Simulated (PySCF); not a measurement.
B3LYP has the VWN-RPA correlation part, as in Gaussian. Delta-SCF ions had no search for a lower state. Excitations are Tamm–Dancoff values on a coarser integration grid. The basis has no diffuse functions, so Rydberg states are missing or too high.

# H₉AlSi₃, SMILES `[SiH3][Al]([SiH3])[SiH3]` (charge 0, multiplicity 1)

Method: PySCF with B3LYP-D3(BJ)/def2-TZVP.

- HOMO: -7.12 eV
- dipole moment: 0.11 D
- LUMO: -2.78 eV
- HOMO–LUMO gap: 4.34 eV
- S1 excitation (TDA): 3.37 eV
- S1 oscillator strength: 0.000
- T1 excitation (TDA): 2.86 eV
- S1–T1 gap (TDA): 0.51 eV
- vertical ionisation energy (Delta-SCF): 8.95 eV
- total energy: -1116.4401 Ha
- cost: roughly 2.9 core-minutes

```xyz
13

Si     2.4308    -0.4955    -0.0494
Al     0.0203     0.0074    -0.0288
Si    -0.7968     2.3284    -0.1339
Si    -1.6118    -1.8273     0.1605
H      2.7841    -1.5782     0.9066
H      3.2827     0.6814     0.2621
H      2.8147    -0.9715    -1.4079
H      0.2105     3.2832    -0.6667
H     -2.0253     2.4568    -0.9618
H     -1.1474     2.7800     1.2417
H     -1.0504    -3.1564    -0.1968
H     -2.8116    -1.5998    -0.6879
H     -2.0838    -1.9127     1.5708
```
